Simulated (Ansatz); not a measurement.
## Redistribution: 2 In(CH3)(OH)2 → In(OH)3 + In(CH3)2(OH)

Species: In(CH3)(OH)2, singlet; In(OH)3, singlet; In(CH3)2(OH), singlet. The partners trade CH3 for OH; both sit on In, so the bond types are kept.

Shapes, held fixed at every level: PBE0-D4/def2-TZVP. Flexible molecules stand in one conformer, not always the lowest. Programs: Ansatz 0.2.0. Electronic energies: no zero-point or thermal term.

```json
{"level": "SPW92/def2-TZVPP", "kind": "LDA", "ΔE (kJ/mol)": "+26.8", "less CCSD(T)/def2-TZVPP": "+4.5"}
{"level": "r2SCAN-D4/def2-TZVPP", "kind": "meta-GGA", "ΔE (kJ/mol)": "+25.0", "less CCSD(T)/def2-TZVPP": "+2.7"}
{"level": "B3LYP-D4/def2-TZVPP", "kind": "global hybrid", "ΔE (kJ/mol)": "+24.8", "less CCSD(T)/def2-TZVPP": "+2.5"}
{"level": "PBE0-D4/def2-TZVPP", "kind": "global hybrid", "ΔE (kJ/mol)": "+23.8", "less CCSD(T)/def2-TZVPP": "+1.5"}
{"level": "wB97M-V/def2-TZVPP", "kind": "range-separated hybrid", "ΔE (kJ/mol)": "+23.8", "less CCSD(T)/def2-TZVPP": "+1.5"}
{"level": "B2PLYP/def2-TZVPP", "kind": "double hybrid", "ΔE (kJ/mol)": "+24.4", "less CCSD(T)/def2-TZVPP": "+2.1"}
{"level": "CCSD/def2-TZVPP", "kind": "coupled cluster or CI", "ΔE (kJ/mol)": "+22.5", "less CCSD(T)/def2-TZVPP": "+0.2"}
{"level": "CCSD(T)/def2-TZVPP", "kind": "coupled cluster or CI", "ΔE (kJ/mol)": "+22.3", "less CCSD(T)/def2-TZVPP": "0.0"}
```

The highest level, CCSD(T)/def2-TZVPP, gives ΔE = +22.3 kJ/mol; the levels span +22.3 to +26.8. The column of differences is taken from that level and isn't an error. No measured value is set beside it here. For atoms past krypton def2 sets carry core potentials with scalar relativity. Outer-core shells of In are correlated in most correlated rows, in sets that cover them unevenly.
